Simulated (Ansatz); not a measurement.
The multiplicity is imposed and other spin states were not computed.

Cartesian coordinates (Å):
```xyz
6

Cu    -0.0546    -0.0962     0.2061
N     -0.7434    -1.3356     2.8447
C     -0.4724    -0.8496     1.8085
H     -0.9765    -1.7519     3.7338
C      0.3748     0.6812    -1.4449
N      0.6442     1.1684    -2.4802
```
Charge 0, spin multiplicity 1.

The numbers are results of Ansatz (a program for electronic structure) with frozen-core CCSD(T)/def2-TZVPP // TPSS-D3(BJ)/def2-SVP, not measurements.

HF energy: -1824.20108 Ha
MP2 correlation energy: -1.57833 Ha

### Question
Estimate the CCSD correlation energy, the (T) correction, the total energy and the T1 diagnostic.

### Answer

```yaml
CCSD correlation energy: -1.44769 Ha
"(T) correction": -0.06693 Ha
CCSD(T) total energy: -1825.71570 Ha
T1 diagnostic: 0.024
```
